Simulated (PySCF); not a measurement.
TDDFT excited states: C2H8GeO

Species: C₂H₈GeO.
Structure used (PBE0-D3(BJ)/def2-SVP), in Å, numbered top down from 1:
```xyz
12
C2H8GeO angstrom
C      2.1037    0.7205   -0.2927
O      0.7116    0.8273   -0.2663
Ge    -0.2748   -0.5414    0.3201
C     -2.1098    0.0502    0.1486
H      2.4576   -0.1056   -0.9416
H      2.5234    1.6578   -0.6926
H      2.5405    0.5633    0.7138
H      0.1252   -0.8370    1.7852
H      0.0396   -1.7766   -0.5573
H     -2.3277    0.2869   -0.9023
H     -2.8022   -0.7339    0.4879
H     -2.2693    0.9529    0.7547
```

Computed, not measured: PySCF 2.14.0, density-fitted response routines, TDDFT B3LYP/def2-SVPD, vertical, gas phase, core orbitals frozen in the response. Relativistic effects, spin–orbit coupling among them, are left out although an element past zinc is present.

Predict the UV-vis stick spectrum at this level.

| state | E (eV) | E (kJ/mol) | λ (nm) | f | \|μ\| (D) | symmetry | main configurations (H = HOMO, L = LUMO) |
| --- | --- | --- | --- | --- | --- | --- | --- |
| S1 | 6.49 | 626 | 191.2 | 0.0001 | 0.08 | – | H→L (80%), H→L+1 (13%) |
| S2 | 6.81 | 657 | 182.1 | 0.026 | 0.99 | A″ | H→L+1 (86%), H→L (13%) |
| S3 | 7.09 | 684 | 174.9 | 0.022 | 0.90 | A″ | H→L+2 (92%) |
| S4 | 7.37 | 711 | 168.2 | 0.037 | 1.15 | A′ | H-1→L (70%), H-1→L+1 (25%) |
| S5 | 7.68 | 741 | 161.5 | 0.027 | 0.96 | A′ | H-1→L+1 (72%), H-1→L (24%) |
| S6 | 7.74 | 746 | 160.3 | 0.0019 | 0.25 | – | H→L+3 (97%) |
| S7 | 7.92 | 764 | 156.5 | 0.086 | 1.69 | A′ | H-1→L+2 (89%) |
| S8 | 8.11 | 783 | 152.9 | 0.028 | 0.96 | A′ | H-2→L (82%) |
| S9 | 8.14 | 785 | 152.3 | 0.0095 | 0.56 | A″ | H→L+4 (94%) |
| S10 | 8.30 | 801 | 149.4 | 0.0072 | 0.48 | A′ | H-2→L+1 (84%), H-2→L (8%) |

Triplets (Tamm–Dancoff): T1 6.17 eV, H→L (74%), H→L+2 (15%); T2 6.66 eV, H→L+1 (88%); T3 6.94 eV, H-1→L (76%), H-1→L+2 (13%); T4 6.94 eV, H→L+2 (74%), H→L (18%).

The lowest singlet comes at 191 nm (626 kJ/mol) in the vacuum ultraviolet; it is dark (f under 0.0005); its leading configuration is HOMO→LUMO (80%). The strongest level in the table is S7 at 7.92 eV (157 nm, f = 0.086). Löwdin shares by element: HOMO oxygen 59%, carbon 12% or more, germanium 8%, hydrogen 6% or more; LUMO germanium 30%, hydrogen 23% or more, carbon 13% or more (atoms not listed hold the other 35%). Orbital energies (eV): HOMO-3 -9.28, HOMO-2 -8.91, HOMO-1 -8.16, HOMO -7.40, LUMO 0.20, LUMO+1 0.30, LUMO+2 0.63. The listed states span 1.81 eV, and the widest gap between neighbours is 0.32 eV (S1 to S2). Of the 10 states listed, 6 reach f = 0.01 and 1 stays under 0.0005. All these states lie below the vertical ionisation energy of 9.78 eV (ΔSCF). Symmetry labels in Cs follow from the direction of the transition dipole and are given only for states with f of 0.002 or more. Only the lowest 10 singlets were computed, as vertical energies without vibronic structure.

One conformer stands for the species.
